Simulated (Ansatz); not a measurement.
Consider the homolysis of the C–Si bond: `C=C[SiH2][SiH2]C` → `[CH3]`• + `C=C[SiH2][SiH2]`•.

Calculated with Ansatz (gas phase, PBE0-D4/def2-TZVP geometries, no zero-point term in ΔE). CCSD(T)/CBS is the MP2 limit (def2-TZVPP, def2-QZVPP) plus CCSD(T) − MP2 in def2-TZVPP, frozen cores. This one scheme is used for every species. Functionals use def2-TZVPP. No spin–orbit coupling; open shells (•) take unrestricted orbitals. Each species was taken in one conformer, which may not be the lowest.

`C=C[SiH2][SiH2]C`:

```xyz
15

C     1.076    1.140   -2.405
C     0.329    1.178   -1.304
Si   -0.970   -0.092   -0.889
Si   -0.322   -1.349    0.980
C     0.076   -0.237    2.442
H     0.948    0.364   -3.155
H     1.844    1.881   -2.609
H     0.509    1.984   -0.594
H    -2.262    0.591   -0.586
H    -1.169   -0.975   -2.073
H    -1.412   -2.299    1.345
H     0.876   -2.160    0.620
H     0.383   -0.829    3.307
H    -0.795    0.356    2.727
H     0.889    0.448    2.194
```

`[CH3]`•:

```xyz
4

C     0.000    0.000    0.000
H    -0.286   -1.008   -0.264
H     1.045    0.269    0.051
H    -0.759    0.739    0.213
```

`C=C[SiH2][SiH2]`•:

Z-matrix (Å, degrees):
```
Si
C 1 1.861
Si 1 2.332 2 109.8
H 1 1.493 2 110.3 3 121.6
H 1 1.489 2 109.2 3 -119.4
C 2 1.330 1 123.3 3 113.1
H 2 1.089 1 118.4 3 -65.9
H 3 1.490 1 113.9 2 48.4
H 3 1.490 1 115.1 2 175.9
H 6 1.087 2 122.1 1 -179.2
H 6 1.086 2 121.8 1 0.9
```

What is ΔE at CCSD(T)/CBS? (An estimate is asked.)

Computed: +3.89 eV.

What do these levels give: ωB97X-V, PBE, r2SCAN, SCS-MP2/def2-TZVPP, SCS-MP2/def2-QZVPP, HF/CBS(def2)? (An estimate is asked.)

The calculation gave: ωB97X-V 3.95, PBE 3.71, r2SCAN 3.55, SCS-MP2/def2-TZVPP 3.91, SCS-MP2/def2-QZVPP 3.98, HF/CBS(def2) 2.70 eV.

Largest T1 diagnostic among the species: 0.015.

The D4 term adds +0.11 eV with B3LYP and +0.06 eV with PBE0; it sums over pairs of atoms, weighted by their polarisabilities, and B3LYP, whose exchange is more repulsive, gets the larger term. In def2-TZVPP, CCSD(T) changes the Hartree–Fock value by +1.09 eV (the triples alone add +0.09 eV) and MP2 by +1.24 eV; breaking electron pairs costs correlation energy, which Hartree–Fock lacks.

B3LYP here is the variant with VWN-RPA as its local correlation; programs differ in this.
